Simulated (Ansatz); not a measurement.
Reaction (redistribution): `[OH][SnH]([OH])[Br]` + `COB(O)O[SiH3]` → `C[O][SnH]([OH])[OH]` + `OB(Br)O[SiH3]`

Program: Ansatz. Geometries: PBE0-D4/def2-TZVP. ΔE: electronic, gas phase. CCSD(T)/CBS adds triple-zeta CCSD(T) − MP2 to the extrapolated MP2 energy (def2 sets, frozen cores). DFT in def2-TZVPP. Elements past krypton have def2 core potentials. For Br, Sn outer-core shells are correlated without core-valence functions, which leaves a few kJ/mol of doubt a bond. Scalar relativity is left out up to krypton. Each species was taken in one conformer, which may not be the lowest.

```json
{"species": "`[OH][SnH]([OH])[Br]`", "r2SCAN energy (Eh)": "-2940.85774"}
{"species": "`COB(O)O[SiH3]`", "r2SCAN energy (Eh)": "-582.47122"}
{"species": "`C[O][SnH]([OH])[OH]`", "r2SCAN energy (Eh)": "-481.78940"}
{"species": "`OB(Br)O[SiH3]`", "r2SCAN energy (Eh)": "-3041.49260"}
```

Problem. Work out ΔE.

Solution. ΔE = (-481.78940) + (-3041.49260) − (-2940.85774) − (-582.47122) = 0.04696 Eh = +1.28 eV. CCSD(T)/CBS gives +1.22 eV.

Largest T1 diagnostic among the species: 0.014.

From PBE to PBE0 (25 % exact exchange), in def2-TZVPP and without D4, ΔE moves by +0.09 eV. In def2-TZVPP, CCSD(T) changes the Hartree–Fock value by −0.29 eV (the triples alone add −0.05 eV) and MP2 by −0.33 eV.
